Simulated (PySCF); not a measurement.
**Telling isomers of C5H11FOSi3 apart by NMR**

Non-relativistic Hamiltonian, one averaged value for each set of equivalent atoms, a single conformation, in vacuum. GFN2-xTB structure; shielding tensors at PBE0/pcSseg-1 (GIAO); PySCF 2.14.

References, each an isolated molecule treated in the same way: $^{1}$H (σref 31.72) and $^{13}$C (σref 186.93) against TMS. Splittings of carbon signals by F and P are missing where no couplings were computed. Where no couplings were computed, multiplicities follow the n + 1 count of equivalent neighbours, and m marks all less simple cases (inequivalent or close neighbours, rings, F or P nearby). Shifts are as computed. Against solution values, carbons near 30 ppm lie about +3 ppm off and those near 130 ppm about +5 ppm. Of 1211 compounds with measured shifts, 218 miss one by over three times the rms of a fit or turn the order of signals round; such compounds aren't used in these exercises.

(1) Tabulate the signals of `C=CC[Si]1(C(=C)F)[SiH2]O[SiH2]1`, `C=C(C)[Si]1(C(=C)F)[SiH2]O[SiH2]1` and their relative energies.

(2) What is the quickest way to tell C=CC[Si]1(C(=C)F)[SiH2]O[SiH2]1 from C=C(C)[Si]1(C(=C)F)[SiH2]O[SiH2]1?

Answers

(1) 
| SMILES | carbon types | δC | δH | E rel. (kcal/mol) |
| --- | --- | --- | --- | --- |
| C=CC[Si]1(C(=C)F)[SiH2]O[SiH2]1 | 1×C 1×CH 3×CH2 | 181.3, 143.1, 121.3, 112.7, 24.3 | 6.28 (m, 1H), 5.93 (m, 2H), 5.87 (m, 2H), 5.79 (m, 1H), 5.42 (m, 1H), 5.24 (m, 1H), 5.10 (m, 1H), 2.24 (d, 2H) | 0.0 |
| C=C(C)[Si]1(C(=C)F)[SiH2]O[SiH2]1 | 2×C 2×CH2 1×CH3 | 179.9, 148.5, 135.3, 115.3, 28.7 | 6.18 (br s, 1H), 6.01 (m, 2H), 5.99 (m, 2H), 5.94 (m, 1H), 5.80 (br s, 1H), 5.00 (m, 1H), 2.36 (s, 3H) | 0.0 |

Energies are electronic energies at PBE0/pcSseg-1 on these geometries, without zero-point or thermal terms, each for the one conformer computed, which needn't be the lowest.

(2) Both give the same number of carbon signals, but DEPT or the intensities differ. The first has an alkene CH at 143.1 ppm, the second an allylic methyl carbon (CH3) at 28.7 ppm. Their most deshielded carbons lie at 181.3 and 179.9 ppm.
